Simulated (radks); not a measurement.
Results of a calculation; reference values are marked as such.
Problem. The mean radii <r> (bohr) of the occupied orbitals of an atom or ion are listed with their occupations. Code: a radial shooting solver on a logarithmic mesh with Libxc functionals. Model: Dirac Kohn-Sham, PBE, spin-unpolarised, spherical densities, point nucleus.

orbital  occ.      <r>
1s1/2       2  0.01866
2s1/2       2  0.07833
2p1/2       2  0.06487
2p3/2       4  0.07271
3s1/2       2   0.2043
3p1/2       2   0.1942
3p3/2       4   0.2088
3d3/2       4   0.1829
3d5/2       6   0.1874
4s1/2       2   0.4587
4p1/2       2   0.4645
4p3/2       4   0.4976
4d3/2       4   0.5165
4d5/2       6   0.5280
5s1/2       2    1.094
5p1/2       2    1.204
5p3/2       4    1.301
4f5/2       6   0.6310
4f7/2       8   0.6413
5d3/2     0.4    1.791
5d5/2     0.6    1.837
6s1/2       1    2.709
7s1/2       2    5.892

Name the element and its charge. Open shells, if any, are shared by 2j + 1.

Solution. Z = 73, tantalum, charge +1: Ta+ in [Xe] 4f14 5d1 6s1 7s2. The 1s radius gives Z: for a bare nucleus <r> = (2 gamma + 1)/(2Z) with gamma = sqrt(1 - (Z/c)^2), 0.01844 bohr for Z = 73, and screening makes it slightly larger (0.01866 here). The occupations add up to 72, and the charge is Z minus that.
